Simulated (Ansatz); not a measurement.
Input file for Ansatz (a program for electronic structure): R-CCSD(T)/def2-TZVPPD on H2MoO4 (SMILES [O]=[Mo](=[O])([OH])[OH]). Elements past Kr take the def2 small-core potentials; no spin–orbit coupling. The basis file is the Basis Set Exchange's JSON of that set.

Ansatz 0.2 input:
```yaml
crystal:
  periodic: [false, false, false]
  atoms:
    - {symbol: Mo, position_ang: [0.37900717, 0.00000072, -0.00000043]}
    - {symbol: O, position_ang: [1.35472976, 0.95807192, 0.99046339]}
    - {symbol: O, position_ang: [1.35473155, -0.95807121, -0.99046185]}
    - {symbol: O, position_ang: [-0.70129954, 1.08980568, -1.09083320]}
    - {symbol: O, position_ang: [-0.70129460, -1.08980738, 1.09083437]}
    - {symbol: H, position_ang: [-0.84288551, 2.02954815, -0.93187708]}
    - {symbol: H, position_ang: [-0.84288883, -2.02954787, 0.93187479]}
basis:
  gaussian:
    orbitals: def2-TZVPPD.json
magnetization: {spin_polarized: false}
correlation: {method: ccsd_t, electrons: outside_noble_gas}
scf: {lower_state_search: off}
```

Program output:

```
WARN ansatz: RAYON_NUM_THREADS=4 ignored (pool sized by the plan → 4); use --threads N
Functional definition: HF
these checks for a lower state are left out or cut short: stability, starts, cluster_reference, orbital_swaps, neighbouring_geometries, increment
integrals: 1.58 GiB planned
1576 factors; integrals over basis functions are off by at most 8.3e-4 eV
mean field: 0.96 GiB planned
mean field evaluation 1: about -10008.9729 eV, gradient 9.3e1 eV
mean field evaluation 2: about -10009.2511 eV, gradient 9.3e1 eV
mean field evaluation 4: about -10023.4153 eV, gradient 1.5e1 eV
mean field evaluation 8: about -10023.8701 eV, gradient 1.6e0 eV
mean field evaluation 16: about -10023.8770 eV, gradient 9.7e-6 eV
mean field -10023.87700500 eV, -368.3706855060 hartree, gradient 9.7e-6 eV, S^2 0.000000; 0 other end points of the search recorded, 0 dependent functions left out
8 core orbitals not correlated
reference -10023.87700500 eV, -368.3706855060 hartree; 16, 16 occupied and 226, 226 virtual orbitals, 1576 factors
second order -35.53264409 eV of doubles, -0.00000000 eV of singles
coupled cluster: 5.72 GiB planned
cycle   1  -30.64912265 eV  change     4.9e0 eV  update   3.4e-1
cycle   2  -32.86701293 eV  change    -2.2e0 eV  update   2.5e-1
cycle   3  -33.20382570 eV  change   -3.4e-1 eV  update   4.5e-2
cycle   4  -33.22304260 eV  change   -1.9e-2 eV  update   2.1e-2
cycle   5  -33.19747816 eV  change    2.6e-2 eV  update   5.6e-3
cycle   6  -33.20213623 eV  change   -4.7e-3 eV  update   2.1e-3
cycle   7  -33.20172399 eV  change    4.1e-4 eV  update   9.6e-4
cycle   8  -33.20018372 eV  change    1.5e-3 eV  update   3.5e-4
cycle   9  -33.20046230 eV  change   -2.8e-4 eV  update   1.3e-4
cycle  10  -33.20065316 eV  change   -1.9e-4 eV  update   5.1e-5
cycle  11  -33.20058497 eV  change    6.8e-5 eV  update   2.9e-5
cycle  12  -33.20056004 eV  change    2.5e-5 eV  update   1.4e-5
perturbative correction -2.14365369 eV, -0.0787778199 hartree
Total energy: -10059.22121873 eV, -369.6695614032 hartree
Checks for a lower state left out: stability, starts, cluster_reference, orbital_swaps, neighbouring_geometries, increment
```

The calculation finished and met its thresholds.

Cost: very roughly 7 core-minutes.
